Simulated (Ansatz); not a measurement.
```yaml
crystal:
  periodic: [false, false, false]
  atoms:
    - {symbol: Cl, position_ang: [-0.718135, -2.657283, -0.409681]}
    - {symbol: Sn, position_ang: [0.142352, -0.354599, 0.213895]}
    - {symbol: Cl, position_ang: [1.601607, -0.954716, 1.964651]}
    - {symbol: Se, position_ang: [-1.656390, 1.071310, 1.207578]}
    - {symbol: Se, position_ang: [1.450920, 0.181327, -1.741381]}
    - {symbol: H, position_ang: [-2.186309, 1.087793, -0.130120]}
    - {symbol: H, position_ang: [1.539083, 1.548659, -1.056730]}
basis:
  gaussian: {orbitals: STO-3G}
hamiltonian: {xc: {name: HF}}
correlation: {active_space: {window: {electrons: 40, orbitals: 30}}}
```

```sh
$ ansatz run in.yaml --threads 4 --pin off --events-out ev --progress --plain --max-ram 11315MiB
```

Problem. How does Ansatz answer? (Estimate.)

Solution. Ansatz gave: The run stopped with an error.
```
Functional definition: HF
938 factors; integrals over basis functions are off by at most 2.2e-5 eV
mean field evaluation 1: about -316218.8258 eV, gradient 2.3e1 eV
mean field evaluation 2: about -316218.8588 eV, gradient 2.3e1 eV
mean field evaluation 4: about -316222.2261 eV, gradient 8.6e-1 eV
mean field evaluation 8: about -316222.2299 eV, gradient 6.6e-6 eV
mean field -316222.22994098 eV, -11620.9526072053 hartree, gradient 6.9e-7 eV, S^2 0.000000; 0 other end points of the search recorded, 0 dependent functions left out
reference -316222.22994098 eV, -11620.9526072053 hartree; 77, 77 occupied and 6, 6 virtual orbitals, 938 factors
Error: 40 electrons in 30 orbitals form no window around the highest filled level of the reference
```
